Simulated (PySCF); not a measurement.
How methods differ on the ionisation energy of Ru³⁺

Ru³⁺ [Kr] 4d5 [4d3/2^4 4d5/2^1, M_J = 5/2] → Ru⁴⁺ [Kr] 4d4 [4d3/2^4, M_J = 0], as a difference of total energies. Computed with PySCF 2.14 in x2c-TZVPall-2c (8s9p7d1f, 77 functions), with the two-component X2C-1e Hamiltonian. Correlated levels: [Ar] 3d10 frozen; the 6 highest virtual spinors dropped. "Screened" scales the spin-orbit matrix elements by Boettger's factors to mimic the two-electron term; Breit and QED terms are absent.

```
                    method  ionisation energy (eV)
           GHF (spin-free)                  45.098
          GMP2 (spin-free)                  45.714
 GHF (screened spin-orbit)                  44.901
GMP2 (screened spin-orbit)                  45.510
```

Task: How much does correlation contribute at GMP2 (screened spin-orbit)?

Result: 45.510 − (44.901) = 0.609 eV, measured against GHF (screened spin-orbit).

The spin-free rows relax to the high-spin LS determinant and lack the spin-orbit shift.

Errors of the correlated levels include the incompleteness of this basis and the frozen core.

The labels give the starting determinants; with spin-orbit coupling the two ends relaxed to ⟨J²⟩ = 8.75, ⟨L²⟩ = 0.02, ⟨S²⟩ = 8.73 and ⟨J²⟩ = 3.62, ⟨L²⟩ = 5.95, ⟨S²⟩ = 5.95.

The determinant of Ru⁴⁺ mixes levels of different J (the jj label is only the starting occupation), so the difference between spin-free and spin-orbit rows is not the physical spin-orbit shift.

For comparison: 45 ± 1.7 eV (theoretical estimate listed by NIST; NIST Atomic Spectra Database, ionization energies).
